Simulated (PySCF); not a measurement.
Q: Write a Z-matrix for `C[C@@H](F)O[C@H]1CO1` as optimised with PBE0-D3(BJ)/def2-SVP.

A: 
Z-matrix in Å and degrees, rows numbered from 1:
```
C 
C   1  1.5001
F   2  1.3774  1  109.57
O   2  1.3854  1  108.87  3   119.37
C   4  1.3764  2  114.39  1   171.26
C   5  1.4530  4  117.48  2  -143.99
O   5  1.3962  4  116.37  2   -76.01
H   1  1.0992  2  109.12  3   -62.05
H   1  1.0980  2  110.07  3    57.83
H   1  1.0982  2  110.12  3   178.38
H   2  1.1055  1  112.70  3  -118.25
H   5  1.0981  4  114.23  2    62.50
H   6  1.0966  5  117.61  7  -104.19
H   6  1.0968  5  120.54  7   103.31
```

The 3-membered ring C5–C6–O7 has internal angles of 58.1° to 62.1°. The 2 C–C bonds span 1.453 Å (C5–C6, drawn single) to 1.500 Å (C1–C2, drawn single), a spread of 0.047 Å. O4 (ether oxygen) is bent (angle 114.4°). Of the pairs four or more bonds apart, F3···H12 is among the closest relative to their van der Waals radii: 2.60 Å, 97 % of the sum of Bondi's values.

Level of theory: PBE0-D3(BJ)/def2-SVP geometry optimisation, gas phase in PySCF.

Point group: C1 (no symmetry element, even within 0.4 Å). Whether it is a minimum is left open (no frequencies). One conformer, not necessarily the lowest (C1–C2–O4–C5 171°, C2–O4–C5–C6 -144°).
